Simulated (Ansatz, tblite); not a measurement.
Isomers of Li5Te3 (doublet), found by a short tight-binding search and relaxed with PBE-D4/def2-SVP in Ansatz.

In the def2 sets Te takes a core potential, while STO-3G treats all electrons; there is no spin–orbit coupling. The xTB rows come from tblite. HSE06 is defined as in plane-wave codes, on full-range PBE exchange. Correlated methods freeze 12 core orbitals; core or outer-core shells of Li, Te are correlated, in sets that lack core-valence functions. In CCSD on the charge 0 doublet the largest single amplitude is 0.40, so its Hartree–Fock determinant may place the open shell otherwise than the density functionals do.

Other spin states weren't relaxed.

A:

```xyz
8

Li    0.7760   -1.7930    0.0775
Li   -2.4349   -2.9868   -1.7635
Li   -1.2829    0.7036   -1.3045
Li    2.4254    2.4009    0.7313
Li   -0.1794    0.6300    1.4074
Te   -1.8318   -1.4720    0.0632
Te    0.1182    2.6495   -0.3753
Te    2.4094   -0.1321    1.1638
```

B:

Cartesian coordinates in Å:
```
Li 1.282 -0.580 -0.262
Li -1.160 0.530 0.646
Li 1.318 1.845 1.292
Li -0.862 0.457 -2.867
Li -0.573 -2.252 1.212
Te -1.165 -1.537 -1.259
Te 0.725 -0.392 2.432
Te 0.434 1.929 -1.195
```

C:

```
atom   x (Å)   y (Å)   z (Å)
 Li1  -2.412  -0.809  -0.212
 Li2  -1.249   1.824  -0.196
 Li3   0.861  -0.057  -1.769
 Li4   1.646   0.863   1.777
 Li5   0.882  -1.818   0.987
 Te6  -0.897   0.045   1.820
 Te7  -1.652   0.437  -2.332
 Te8   2.821  -0.486  -0.075
```

Problem. Estimate their order by electronic energy at PBE0-D4/def2-TZVP, counted from the lowest.

Solution. B (0.0) < C (14.9) < A (19.8), in kcal/mol.

Problem. Do the other levels pick the same lowest one?

Solution. Not GFN2-xTB. Energies above each level's lowest (kcal/mol):

```csv
level,A,B,C
GFN1-xTB,14.6,0.0,6.8
GFN2-xTB,0.6,2.9,0.0
HF/STO-3G,20.8,0.0,14.9
HF/def2-SVP,14.4,0.0,14.3
HF/def2-TZVP,14.9,0.0,14.3
PBE-D4/def2-SVP,19.9,0.0,11.5
PBE-D4/def2-TZVP,19.6,0.0,11.8
BLYP-D4/def2-TZVP,15.0,0.0,8.0
r2SCAN-D4/def2-TZVP,19.7,0.0,13.4
PBE0-D4/def2-SVP,19.7,0.0,14.5
PBE0-D4/def2-TZVP,19.8,0.0,14.9
HSE06-D4/def2-TZVP,19.7,0.0,14.5
MP2/def2-SVP,19.1,0.0,21.8
MP2/def2-TZVP,19.0,0.0,22.7
CCSD/def2-SVP,18.3,0.0,17.9
CCSD(T)/def2-SVP,18.7,0.0,17.6
```
Point groups (tolerance 0.1 Å): A Cs, B not assigned, C not assigned. Lower isomers may exist.
